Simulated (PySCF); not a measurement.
An unknown is described by computed data only.

Formula: C6H9P.

| Quantity | Value |
| --- | --- |
| Dipole | 1.13 D [CAM-B3LYP/def2-SVPD] |
| NMR, other nuclei | isotropic shieldings of nuclei other than C and H, by class: 438 (1 P) ppm [GIAO PBE0/pcSseg-1] |
| Triplet | lowest triplet excitation (Tamm–Dancoff): 4.12 eV [TDA CAM-B3LYP/def2-SVPD] |
| 13C NMR | chemical shifts (computed TMS as zero) by class: 144.0 (2 C), 131.4 (2 C), 37.8 (1 C), 18.6 (1 C) ppm [GIAO PBE0/pcSseg-1] |
| Rotational structure | rotational constants A, B, C: 3.440, 2.094, 1.707 GHz [GFN2-xTB] |
| UV, first state | lowest singlet excitation: 5.69 eV (218 nm, f = 0.040) [TDDFT CAM-B3LYP/def2-SVPD] |
| 1H NMR | chemical shifts (computed TMS as zero) by class: 6.78 (2 H), 6.53 (2 H), 4.55 (1 H), 3.20 (1 H), 0.90 (3 H) ppm [GIAO PBE0/pcSseg-1] |

Gas-phase values; electronic properties from PySCF, density fitting. Levels stand in brackets. Isolated species at its GFN2-xTB geometry (one conformer only). NMR values are class means; diastereotopic atoms form classes of their own.

Task: What is the compound? Reason from the data.

Result: Numbering: `[CH3:1][CH:2]1[CH:3]=[CH:4][PH:5][CH:6]=[CH:7]1`. 6 carbons fall into 4 classes; from least to most shielded: alkene CH carbon [C3/C7] (144.0 ppm, 2 C), alkene CH carbon [C4/C6] (131.4 ppm, 2 C), allylic carbon [C2] (37.8 ppm), methyl carbon [C1] (18.6 ppm). Hydrogen classes from least to most shielded: 2 H on 2 alkene CH carbons, C3/C7 (6.78 ppm), 2 H on 2 alkene CH carbons, C4/C6 (6.53 ppm), 1 H on a phosphine phosphorus, P5 (4.55 ppm), 1 H on an allylic carbon, C2 (3.20 ppm), 3 H on a methyl carbon, C1 (0.90 ppm). The other shieldings belong to: 438 ppm, phosphine phosphorus [P5]. The optimised geometry has point group Cs and is an asymmetric top. Structure: `CC1C=CPC=C1`. Computed isomers that give other values at the same levels: `C#CCPC(=C)C` (13C chemical shifts (computed TMS as zero) by class: 155.0 (1 C), 125.5 (1 C), 84.6 (1 C), 77.2 (1 C), 24.7 (1 C), 16.3 (1 C) ppm); `Cc1c[pH]c(C)c1` (13C chemical shifts (computed TMS as zero) by class: 160.3 (1 C), 158.7 (1 C), 145.1 (1 C), 129.9 (1 C), 21.9 (1 C), 21.4 (1 C) ppm); `CC#CPC1CC1` (13C chemical shifts (computed TMS as zero) by class: 108.8 (1 C), 80.1 (1 C), 9.4 (1 C), 6.2 (1 C), 6.0 (2 C) ppm). The assignments are read from this structure; whether some other isomer fits the data as well wasn't checked.
